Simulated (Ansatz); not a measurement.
System: C3H5N (charge 0, singlet). SMILES: [C-]#[N+]CC
Geometry from a B3LYP-D3(BJ)/def2-TZVP (Ansatz, an electronic-structure program) optimisation:
```
C
H 1 1.0915
H 1 1.0915 2 107.51
N 1 1.4250 2 107.93 3 -116.18
C 4 1.1649 3 150.25 1 -177.39
C 1 1.5245 2 110.81 3 121.22
H 6 1.0897 1 110.68 2 60.22
H 6 1.0897 7 108.47 1 -121.61
H 6 1.0905 7 108.67 8 -117.97
```
Charge 0, spin multiplicity 1.

Quantity: atomisation energy (electronic, to ground-state atoms), in kcal/mol. Cores are frozen in the correlated levels unless marked. Open shells are spin-unrestricted. Spin-orbit coupling is left out. No relativistic terms. The coupled-cluster limit lacks core correlation, which all-electron functionals hold. CBS marks a two-point X^-3 extrapolation of the correlation energy; Hartree-Fock from the larger set.

```csv
level,program,atomisation energy (kcal/mol)
BLYP-D3(BJ)/def2-TZVPD,Ansatz + dftd3,893.0
B3LYP-D4/def2-TZVPD,Ansatz + dftd4,890.4
B3LYP/def2-TZVPD,Ansatz,885.4
PBE0-D3(BJ)/def2-TZVP,Ansatz + dftd3,893.3
PBE0-D4/def2-TZVP,Ansatz + dftd4,892.9
LC-wPBE/def2-TZVPD,Ansatz,886.9
wB97X-V/def2-TZVPD,Ansatz,889.1
MP2/6-31G,Ansatz,763.5
CCSD/6-31G,Ansatz,752.7
"CCSD(T)/CBS(cc-pVTZ,cc-pVQZ)",Ansatz,885.2
```
